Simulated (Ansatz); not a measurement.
Species: H₅BSi, SMILES `B[SiH3]` (charge 0, multiplicity 1).

### Question
Give a relaxed geometry from Ansatz (a quantum-chemistry and plane-wave program) with B3LYP-D3(BJ)/def2-TZVP.

### Answer
the end point of this relaxation (outside a Z-matrix the atoms follow the SMILES, hydrogens last).
Cartesian coordinates (Å) in one orientation:
```xyz
7

B      1.196     0.002    -0.082
Si    -0.812     0.013     0.002
H      1.799    -1.008    -0.272
H      1.831     0.991     0.112
H     -1.416     1.328    -0.326
H     -1.155    -0.303     1.419
H     -1.442    -1.023    -0.854
```
